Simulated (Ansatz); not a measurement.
Cost and result for the atomization energy of C2H4ClGaS (`[Cl][Ga]1[CH2]S[CH2]1`) (9 atoms, 9 bonds).

```xyz
9

Cl    1.747   -2.080    1.667
Ga    0.575   -0.685    0.549
C    -0.830    0.653    0.946
S    -0.879    1.045   -0.839
C     0.406   -0.149   -1.350
H    -1.783    0.267    1.312
H    -0.531    1.510    1.551
H     1.273    0.341   -1.798
H     0.022   -0.903   -2.038
```

Charge 0, multiplicity 1. Correlated methods include outer-core shells of Ga, which these sets cover unevenly. Scalar relativity is left out up to krypton. Geometry: relaxed with PBE0-D4/def2-TZVP. Program: Ansatz. All runs use 4 threads of an Intel Xeon Platinum 8488C on a shared host. Times are those of one run each, without the atoms' runs, and a repeat can differ threefold. Electronic energies, without spin–orbit coupling; frozen cores. CCSD(T)/CBS adds CCSD(T) − MP2 in def2-TZVPP to the MP2 limit, and its time is that of the two runs behind it. T1 = 0.012. With those shells the extrapolation isn't a true limit. B3LYP takes the VWN-RPA correlation (the form of Gaussian; ORCA's B3LYP/G).

CCSD(T)/CBS is a level of theory with its own doubt, some kJ/mol a heavy atom from the limit and from the frozen cores, so smaller differences don't rank the functionals.

```json
{"level": "BLYP-D4/def2-TZVPP", "functions": "250", "wall time": "2.1 s"}
{"level": "CCSD(T)/def2-SVP", "functions": "116", "wall time": "2.8 s"}
{"level": "CAM-B3LYP-D4/def2-TZVPP", "functions": "250", "wall time": "3.7 s"}
{"level": "r2SCAN-D4/def2-TZVPP (with forces)", "functions": "250", "wall time": "4.1 s"}
{"level": "B3LYP-D4/def2-TZVPP (with forces)", "functions": "250", "wall time": "5 s"}
{"level": "r2SCANh-D4/def2-TZVPP", "functions": "250", "wall time": "5.5 s"}
{"level": "PBE-QIDH/def2-TZVPP", "functions": "250", "wall time": "5.5 s"}
{"level": "B97M-V/def2-TZVPP", "functions": "250", "wall time": "6.5 s"}
{"level": "ωB97X-V/def2-TZVPP", "functions": "250", "wall time": "7 s"}
{"level": "ωB97M-V/def2-TZVPP (with forces)", "functions": "250", "wall time": "9.5 s"}
{"level": "MP2/def2-QZVPP", "functions": "463", "wall time": "21 s"}
{"level": "CCSD(T)/def2-TZVPP", "functions": "250", "wall time": "40 s"}
{"level": "CCSD(T)/CBS(def2)", "functions": "–", "wall time": "61 s"}
```

(1) What atomization energy does each give, and how far from CCSD(T)/CBS? (Estimate.)

Results:

(1) The calculation gave: 
```json
{"level": "BLYP-D4/def2-TZVPP", "atomization (kcal/mol)": "730.9", "difference from CCSD(T)/CBS": "-14.0", "per bond": "-1.6"}
{"level": "CCSD(T)/def2-SVP", "atomization (kcal/mol)": "696.8", "difference from CCSD(T)/CBS": "-48.1", "per bond": "-5.3"}
{"level": "CAM-B3LYP-D4/def2-TZVPP", "atomization (kcal/mol)": "737.3", "difference from CCSD(T)/CBS": "-7.6", "per bond": "-0.8"}
{"level": "r2SCAN-D4/def2-TZVPP (with forces)", "atomization (kcal/mol)": "749.4", "difference from CCSD(T)/CBS": "4.5", "per bond": "0.5"}
{"level": "B3LYP-D4/def2-TZVPP (with forces)", "atomization (kcal/mol)": "734.3", "difference from CCSD(T)/CBS": "-10.6", "per bond": "-1.2"}
{"level": "r2SCANh-D4/def2-TZVPP", "atomization (kcal/mol)": "744.9", "difference from CCSD(T)/CBS": "0.0", "per bond": "0.0"}
{"level": "PBE-QIDH/def2-TZVPP", "atomization (kcal/mol)": "747.6", "difference from CCSD(T)/CBS": "2.7", "per bond": "0.3"}
{"level": "B97M-V/def2-TZVPP", "atomization (kcal/mol)": "748.3", "difference from CCSD(T)/CBS": "3.4", "per bond": "0.4"}
{"level": "ωB97X-V/def2-TZVPP", "atomization (kcal/mol)": "746.7", "difference from CCSD(T)/CBS": "1.8", "per bond": "0.2"}
{"level": "ωB97M-V/def2-TZVPP (with forces)", "atomization (kcal/mol)": "745.0", "difference from CCSD(T)/CBS": "0.1", "per bond": "0.0"}
{"level": "MP2/def2-QZVPP", "atomization (kcal/mol)": "755.5", "difference from CCSD(T)/CBS": "10.6", "per bond": "1.2"}
{"level": "CCSD(T)/def2-TZVPP", "atomization (kcal/mol)": "725.5", "difference from CCSD(T)/CBS": "-19.4", "per bond": "-2.2"}
{"level": "CCSD(T)/CBS(def2)", "atomization (kcal/mol)": "744.9", "difference from CCSD(T)/CBS": "0.0", "per bond": "0.0"}
```

From BLYP to BHLYP (50 % exact exchange), in def2-TZVPP and without D4, the atomization energy moves by −10.7 kcal/mol: exact exchange takes away binding that semilocal exchange gives to molecules. Leaving LDA and LC-ωPBE aside and taking each functional with its dispersion term where it has one, the values, not all of them listed here, spread over 46.1 kcal/mol, from BHLYP-D4 to PBE-D4. LDA lies +104.7 kcal/mol from PBE without D4, its usual overbinding. The D4 term adds +9.9 kcal/mol with B3LYP and +5.2 kcal/mol with PBE0; it sums over pairs of atoms, weighted by their polarisabilities, and B3LYP, whose exchange is more repulsive, gets the larger term.
